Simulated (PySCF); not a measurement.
**Partial charges of `C#Cc1cccc2c1C=C[SiH2]2`**

C10H8Si.
Cartesian coordinates in Å at the GFN2-xTB level; atoms count from 1:
```
atom  x, y, z in Å
C1    -3.115    1.858   -0.683
C2    -2.299    1.023   -0.401
C3    -1.347    0.031   -0.067
C4    -1.775   -1.251    0.292
C5    -0.858   -2.228    0.620
C6     0.505   -1.950    0.596
C7     0.952   -0.693    0.246
C8     0.023    0.307   -0.089
C9     0.606    1.592   -0.443
C10    1.942    1.671   -0.408
Si11   2.695    0.024    0.109
H12   -3.826    2.589   -0.930
H13   -2.834   -1.465    0.309
H14   -1.202   -3.215    0.895
H15    1.214   -2.723    0.856
H16   -0.050    2.408   -0.713
H17    2.464    2.581   -0.654
H18    3.497   -0.617   -0.936
H19    3.398    0.067    1.394
```

Density: PBE0/pcSseg-1 (PySCF); schemes: Mulliken, IAO, Hirshfeld and ESP-fitted. Geometry: GFN2-xTB; no solvent, vibrations or thermal averaging.

Q: For which atoms does the sign change between the 4 schemes (beyond +0.03 e in one, beyond −0.03 e in another)?

A: C2, C3 and C8.

Q: Do the Mulliken, IAO, Hirshfeld and ESP-fitted schemes agree on where the charge is lowest?

A: The schemes don't all agree: Mulliken C1 (-0.393); IAO C10 (-0.430); Hirshfeld C10 (-0.142); ESP-fitted C1 (-0.394).

Q: Which atoms carry the highest charge in the Mulliken, IAO, Hirshfeld and ESP-fitted schemes?

A: All schemes agree: Mulliken Si11 (+0.756); IAO Si11 (+0.745); Hirshfeld Si11 (+0.337); ESP-fitted Si11 (+0.482).

Q: What partial charge does each atom carry?

A: In e:

| atom | environment | Mulliken | IAO | Hirshfeld | ESP-fitted |
| --- | --- | --- | --- | --- | --- |
| C1 | terminal alkyne carbon | -0.393 | -0.238 | -0.106 | -0.394 |
| C2 | alkyne carbon | +0.427 | -0.026 | -0.040 | -0.055 |
| C3 | substituted aromatic carbon | -0.190 | -0.026 | +0.003 | +0.097 |
| C4 | aromatic CH carbon | -0.011 | -0.131 | -0.036 | -0.196 |
| C5 | aromatic CH carbon | -0.054 | -0.155 | -0.048 | -0.181 |
| C6 | aromatic CH carbon | -0.037 | -0.131 | -0.043 | -0.155 |
| C7 | substituted aromatic carbon | -0.334 | -0.269 | -0.093 | -0.192 |
| C8 | substituted aromatic carbon | -0.149 | +0.014 | +0.003 | +0.213 |
| C9 | alkene CH carbon | -0.003 | -0.124 | -0.037 | -0.235 |
| C10 | alkene CH carbon | -0.353 | -0.430 | -0.142 | -0.358 |
| Si11 | SiH2 silicon | +0.756 | +0.745 | +0.337 | +0.482 |
| H12 | alkyne hydrogen | +0.044 | +0.204 | +0.093 | +0.299 |
| H13 | aromatic hydrogen | +0.080 | +0.164 | +0.055 | +0.180 |
| H14 | aromatic hydrogen | +0.091 | +0.156 | +0.052 | +0.158 |
| H15 | aromatic hydrogen | +0.080 | +0.149 | +0.050 | +0.158 |
| H16 | vinylic hydrogen | +0.092 | +0.162 | +0.048 | +0.188 |
| H17 | vinylic hydrogen | +0.106 | +0.158 | +0.044 | +0.175 |
| H18 | Si–H hydrogen | -0.075 | -0.111 | -0.069 | -0.091 |
| H19 | Si–H hydrogen | -0.075 | -0.111 | -0.069 | -0.091 |

Mean size of the charges over all atoms: ESP-fitted 0.205 e, IAO 0.184 e, Mulliken 0.176 e, Hirshfeld 0.072 e. Each set sums to the total charge, 0, to within 0.001 e. The ESP scheme fits charges at the nuclei, held to the total charge, to the electrostatic potential on points at 1.4 to 2.0 times the van der Waals radii. The Hirshfeld scheme weights the molecular density at each point by an atom's share of the summed free-atom densities.

Q: How many electrons does the ESP-fitted scheme count on C4?

A: Z − q = 6 − (-0.196) = 6.196.

Q: Sum the charges by element, for elements with more than one atom.

A: 
```json
{"element": "C", "atoms": "10", "Mulliken": "-1.099", "IAO": "-1.515", "Hirshfeld": "-0.541", "ESP-fitted": "-1.456"}
{"element": "H", "atoms": "8", "Mulliken": "+0.342", "IAO": "+0.770", "Hirshfeld": "+0.204", "ESP-fitted": "+0.974"}
```

Q: How closely do the schemes follow one another over all atoms?

A: Correlation coefficient and root-mean-square difference: IAO with Hirshfeld 0.98, 0.147 e; IAO with ESP-fitted 0.91, 0.100 e; Hirshfeld with ESP-fitted 0.88, 0.150 e; Mulliken with IAO 0.84, 0.144 e; Mulliken with Hirshfeld 0.81, 0.185 e; Mulliken with ESP-fitted 0.67, 0.200 e.

The run behind these numbers computed NMR shieldings as well. The run took 63 s wall (with the writing of density and orbital grids) on one thread, Arm Neoverse V1 (aarch64), no GPU, shared host with 64 logical CPUs at a one-minute load of 39, and the process peaked at 1.0 GiB of memory.
